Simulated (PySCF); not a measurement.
# A small calculation by hand: chemical shift, span and skew from a shielding tensor

Si(F)(Cl)2(vinyl) (C₂H₃Cl₂FSi), SMILES C=C[Si](F)(Cl)Cl. Atoms are numbered in the order given.

```xyz
9

C     -2.7703    -0.2367     0.0000
C     -1.5795    -0.8469     0.0000
Si    -0.0194     0.1215     0.0000
F     -0.3862     1.6931     0.0000
Cl     1.1158    -0.2514     1.6588
Cl     1.1158    -0.2514    -1.6588
H     -2.8562     0.8548     0.0000
H     -3.7082    -0.8020     0.0000
H     -1.5270    -1.9419     0.0000
```

Geometry: PBE0-D3(BJ)/def2-SVP. Other conformers were not sampled.

GIAO shieldings from PBE/pcSseg-1 in PySCF, non-relativistic, no solvent. The symmetric part of the tensor of C1 has the principal values -85.4, 24.4, 164.1 ppm. The same nucleus in TMS has σ = 182.0 ppm at this level (PySCF, at its B3LYP-D3(BJ)/def2-TZVP geometry). Without spin–orbit terms, shifts of atoms bonded to Cl or Br come out too high.

Question: Work out the isotropic shielding, the ¹³C shift against TMS, the span and the skew.

Answer: 
σ(iso) = (σ11 + σ22 + σ33)/3 = 34.4 ppm. δ = σ(ref) − σ(iso) = 182.0 − (34.4) = 147.6 ppm.
Span Ω = σ33 − σ11 = 249.5 ppm. Skew κ = 3(σ(iso) − σ22)/Ω = 0.12. Tumbling in solution averages the tensor to δ; in a static solid the shielding alone would spread this spin-1/2 line over Ω.
